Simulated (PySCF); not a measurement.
Working out the excitation energy of F(2+)

F(2+) [He] 2s2 2p3 (4S) → F(2+) [He] 2s1 2p3 3d1 (6D). Calculation: PySCF 2.14, in dyall-av2z (11s7p2d, 42 functions); the non-relativistic Hamiltonian (point nucleus). Frozen: 1s2; the 8 highest virtual orbitals dropped. Energies in hartree (1 hartree = 27.21139 eV):

```tsv
part	F(2+) (lower)	F(2+) (upper)
UHF	-97.609796	-95.332443
MP2 opposite-spin	-0.061413	0.000000
MP2 same-spin	-0.025241	-0.027064
```

Q: What does Hartree-Fock give?

A: (-95.332443) − (-97.609796) = 2.277353 hartree = 61.970 eV.

Q: What do MP2 and SCS-MP2 (6/5 opposite-spin, 1/3 same-spin) give?

A: The opposite-spin parts differ by 1.671 eV and the same-spin parts by -0.050 eV. MP2: 61.970 + (1.671) + (-0.050) = 63.591 eV. SCS-MP2: 61.970 + 1.2 × (1.671) + (-0.050)/3 = 63.959 eV.

The upper state lies above the first ionisation limit, but in LS coupling its spin forbids autoionisation to the ground ion. A Rydberg-like electron needs more diffuse functions than a valence basis has.

A double-zeta basis recovers only part of the correlation energy.
